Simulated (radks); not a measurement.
The lithium anion Li-, [He] 2s2, held by a Watson sphere: a shell of charge +1 at radius R that stands for the Madelung well of a crystal (potential energy -1/R inside, -1/r outside, in hartree with lengths in bohr). Method: non-relativistic Kohn-Sham, LDA (Slater exchange, VWN5 correlation), spin-polarised, spherical densities, point nucleus; computed with a radial shooting solver on a logarithmic mesh with Libxc functionals. Response by self-consistent Sternheimer equations with the Hartree and adiabatic LDA kernel. The sphere does not respond.

R (bohr)  e(1s) (eV)  e(2s) (eV)  <r> 2s (bohr)  sum of <r^2> (bohr^2)  X-ray form factor at sin(theta)/lambda = 0.2 1/angstrom  alpha (bohr^3)
1.62         -55.055      -4.718          3.119                  24.06                                                    1.780           79.51
1.92         -53.143      -4.613          3.202                  25.21                                                    1.758           84.93
2.03         -52.633      -4.569          3.236                  25.69                                                    1.750           87.36
2.71         -50.795      -4.248          3.474                  29.26                                                    1.714           107.6
2.79         -50.673      -4.207          3.504                  29.73                                                    1.711           110.6
2.87         -50.563      -4.166          3.534                  30.21                                                    1.708           113.6
3.78         -49.853      -3.699          3.870                  36.00                                                    1.699           155.1
3.89         -49.806      -3.644          3.910                  36.72                                                    1.700           160.9
